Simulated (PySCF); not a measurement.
# S²⁺: excitation energy

S²⁺ [Ne] 3s2 3p2 (3P) → S²⁺ [Ne] 3s2 3p1 3d1 (high-spin determinant), as a difference of total energies. All numbers are calculated (PySCF 2.14, the spin-free X2C one-electron Hamiltonian (Gaussian nucleus), in x2c-QZVPPall with one added diffuse shell each of s, p, d, f type (10s7p5d3f1g, 86 functions)). Correlated levels: valence: [Ne] frozen; valence and next inner shell: 1s2 frozen. The calculations carry no spin-orbit coupling.

```json
{"method": "UHF", "excitation energy (eV)": "16.677"}
{"method": "LDA", "excitation energy (eV)": "15.002"}
{"method": "PBE", "excitation energy (eV)": "14.932"}
{"method": "PBE0", "excitation energy (eV)": "15.431"}
{"method": "r2SCAN", "excitation energy (eV)": "15.508"}
{"method": "BP86", "excitation energy (eV)": "14.927"}
{"method": "B3LYP", "excitation energy (eV)": "15.254"}
{"method": "wB97M-V", "excitation energy (eV)": "15.312"}
{"method": "M06-2X", "excitation energy (eV)": "15.625"}
{"method": "MP2 (valence)", "excitation energy (eV)": "15.962"}
{"method": "SCS-MP2 (valence)", "excitation energy (eV)": "15.920"}
{"method": "MP2 (valence and next inner shell)", "excitation energy (eV)": "15.909"}
{"method": "SCS-MP2 (valence and next inner shell)", "excitation energy (eV)": "15.882"}
```

Problem. How much does correlation contribute at MP2 (valence and next inner shell)?

Solution. 15.909 − (16.677) = -0.768 eV, measured against UHF.

A first-order spin-orbit estimate (lowest level to lowest level, LS coupling) adds 0.017 eV.

The promoted electron is Rydberg-like, and one or two diffuse shells describe it only roughly, which tends to raise the upper state.

The determinant of the upper state mixes LS terms, which raises its energy above the lowest term, most at the Hartree-Fock and MP2 levels.
